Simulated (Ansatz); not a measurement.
```xyz
26

C    -0.717    2.398    1.760
O     0.345    1.624    1.295
Nb    0.574    0.021    0.314
O    -1.314   -0.087    0.034
C    -2.591   -0.116   -0.502
O     0.530   -1.595    1.298
C    -0.437   -2.493    1.750
O     0.792    0.033   -1.600
C    -0.082   -0.026   -2.684
O     2.454    0.135    0.334
C     3.603    0.228   -0.434
H    -1.680    1.988    1.435
H    -0.702    2.433    2.854
H    -0.625    3.422    1.382
H    -2.746    0.706   -1.210
H    -3.339   -0.022    0.294
H    -2.778   -1.059   -1.030
H    -1.441   -2.182    1.440
H    -0.408   -2.550    2.843
H    -0.235   -3.491    1.348
H    -0.673    0.893   -2.775
H     0.498   -0.146   -3.606
H    -0.773   -0.872   -2.607
H     4.136    1.158   -0.212
H     3.340    0.213   -1.499
H     4.271   -0.614   -0.221
```

Charge 0, multiplicity 1. Nb takes the def2 core potential.

Q: List the r2SCAN/def2-TZVPP orbital energies in eV (Ansatz). (Estimate.)

A: The calculation gave: Occupied: -515.53, -515.53, -515.53, -515.35, -515.27, -274.36, -274.12, -274.12, -274.06, -273.90, -63.76, -38.69, -38.61, -38.57, -26.14, -25.89, -25.69, -25.54, -25.52, -17.52, -17.24, -17.12, -17.06, -16.83, -12.46, -11.83, -11.82, -11.79, -11.67, -11.65, -11.25, -11.20, -11.13, -11.09, -10.90, -10.88, -10.84, -10.60, -10.49, -8.10, -8.00, -7.37, -7.32, -7.02, -6.75, -6.62, -6.52, -6.43, -6.33. Lowest empty: -1.49, -1.45, -0.26, -0.09, 0.24, 0.98, 1.27, 1.36.
